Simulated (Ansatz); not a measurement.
Basis sets compared for GeHMe2(NCO) (C₃H₇GeNO). Total charge 0; singlet. Geometry PBE-D4/def2-SVP. Ansatz on 2 threads of AMD EPYC 7R13 on a shared host; times are rough, and most runs start from earlier orbitals.

```xyz
13

Ge    0.2638   -0.0612   -0.6319
H     0.9815   -0.2355   -1.9953
C    -1.1941   -1.3494   -0.4026
H    -1.9710   -1.1883   -1.1764
H    -1.6558   -1.2272    0.5966
H    -0.8097   -2.3834   -0.4942
C    -0.2992    1.7912   -0.3330
H     0.5732    2.4703   -0.3877
H    -0.7665    1.8899    0.6662
H    -1.0361    2.0951   -1.1028
N     1.5585   -0.4582    0.6327
C     1.9540   -0.5960    1.7699
O     2.4013   -0.7475    2.8585
```

The 6-31G sets use Cartesian d functions.

Binding counts from free atoms (Ge triplet, H doublet, C triplet, N quartet, O triplet) in the same basis, without a counterpoise term.

```csv
level,functions,energy (Eh),HOMO (eV),LUMO (eV),binding per atom (eV),wall time
HF/STO-3G,50,-2295.6678,-7.65,9.23,3.45,0.4 s
HF/6-31G,88,-2321.9469,-11.06,4.02,2.66,1.1 s
PBE-D4/def2-SVP,137,-2324.5049,-6.47,0.16,4.27,1.9 s
PBE0-D4/def2-SVP,137,-2324.5723,-7.89,1.14,4.16,2.7 s
```

Question: Estimate the rows for PBE-D4/def2-TZVP, PBE0-D4/def2-TZVP (with forces).

Answer: 
| level | functions | energy (Eh) | HOMO (eV) | LUMO (eV) | binding per atom (eV) | wall time |
| --- | --- | --- | --- | --- | --- | --- |
| PBE-D4/def2-TZVP | 245 | -2325.0508 | -6.64 | -0.11 | 4.23 | 3.5 s |
| PBE0-D4/def2-TZVP (with forces) | 245 | -2325.1139 | -8.00 | 0.73 | 4.13 | 8.5 s |
